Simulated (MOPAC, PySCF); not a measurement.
F3ISi, SMILES `F[Si](F)(F)I`, neutral singlet in the gas phase. 

Cartesian coordinates (Å):
```xyz
5

F     -0.6871    -0.8167    -1.2518
Si    -0.1403    -0.0034     0.0000
F     -0.6908    -0.7006     1.3183
F     -0.7421     1.4665    -0.0673
I      2.2603     0.0541     0.0008
```
Charge 0, multiplicity 1.

All levels are single points at this geometry (PBE-D3(BJ)/def2-TZVP); Pople sets use spherical d functions. Orbital energies aren't observables, and empty levels follow the basis.

B3LYP/LANL2DZ in PySCF gives gap (eV) = 6.65.

Estimate the gap (eV) from each of these levels: PBE-D3(BJ)/def2-TZVP in PySCF; B3LYP/6-311+G** (LANL2DZ on I) in PySCF; B3LYP/6-31G* (LANL2DZ on I) in PySCF; BP86/6-31G* (LANL2DZ on I) in PySCF; M06-2X/6-31G* (LANL2DZ on I) in PySCF; PBE/6-31G* (LANL2DZ on I) in PySCF; SVWN5/6-31G* (LANL2DZ on I) in PySCF; HF/6-31G* (LANL2DZ on I) in PySCF; AM1 in MOPAC; PM3 in MOPAC; PM6 in MOPAC; PM7 in MOPAC.


```tsv
level	gap (eV)
PBE-D3(BJ)/def2-TZVP in PySCF	5.52
B3LYP/6-311+G** (LANL2DZ on I) in PySCF	7.01
B3LYP/6-31G* (LANL2DZ on I) in PySCF	7.27
BP86/6-31G* (LANL2DZ on I) in PySCF	5.67
M06-2X/6-31G* (LANL2DZ on I) in PySCF	9.52
PBE/6-31G* (LANL2DZ on I) in PySCF	5.65
SVWN5/6-31G* (LANL2DZ on I) in PySCF	5.52
HF/6-31G* (LANL2DZ on I) in PySCF	14.09
AM1 in MOPAC	8.95
PM3 in MOPAC	8.38
PM6 in MOPAC	9.23
PM7 in MOPAC	8.92
```
